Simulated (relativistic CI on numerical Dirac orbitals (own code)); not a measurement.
One change at a time: Ir74+

Base calculation: Dirac-Coulomb-Breit CI, KLI orbitals optimised for each configuration, a model potential for QED, unscaled Slater integrals.

CI space (outside the closed core 1s2): 2s, 2p, 3s, 3p, 3d, 4s, 4p, 4d, 4f, 5s, 5p, 5d, 5f, 5g. Levels of other configurations are missing.

Variants: (1) valence Slater integrals scaled by 0.9; (2) QED terms removed. Shifts of the energy above 2s 2S_1/2, in eV, for the lowest level and the first level of each name with at least 55 % of one term (blank where a level changes its place among those of its configuration and J or its character, or is not in the variant):

```
     Level     Base  Δ(1)   Δ(2)
 2s 2S_1/2      0.0   0.0    0.0
2p 2P°_1/2    207.9   0.0  +21.8
2p 2P°_3/2   2011.0   0.0  +20.3
 3s 2S_1/2  12223.8   0.0  +17.4
3p 2P°_1/2  12279.6   0.0  +23.8
3p 2P°_3/2  12817.6   0.0  +23.3
 3d 2D_3/2  12829.8   0.0  +24.6
 3d 2D_5/2  12979.3   0.0  +24.3
 4s 2S_1/2  16402.0   0.0  +21.6
4p 2P°_1/2  16424.5   0.0  +24.3
4p 2P°_3/2  16649.8   0.0  +24.0
 4d 2D_3/2  16655.0   0.0  +24.5
 4d 2D_5/2  16718.5   0.0  +24.4
4f 2F°_5/2  16718.6   0.0  +24.6
4f 2F°_7/2  16749.2   0.0  +24.5
 5s 2S_1/2  18298.6   0.0  +23.0
5p 2P°_1/2  18309.8   0.0  +24.4
5p 2P°_3/2  18424.2   0.0  +24.3
 5d 2D_3/2  18426.9   0.0  +24.5
 5d 2D_5/2  18459.4   0.0  +24.5
5f 2F°_5/2  18459.5   0.0  +24.6
 5g 2G_7/2  18475.2   0.0  +24.6
```

At this charge energies of transitions that change n are usually good to better than 1 %, and those within a shell (Δn = 0) to a few per cent.

Ionisation energy from the two ground configurations alone: base 21555 eV; QED terms removed 21579.6 eV. The NIST ASD value (theoretical) is 21556.6 eV.
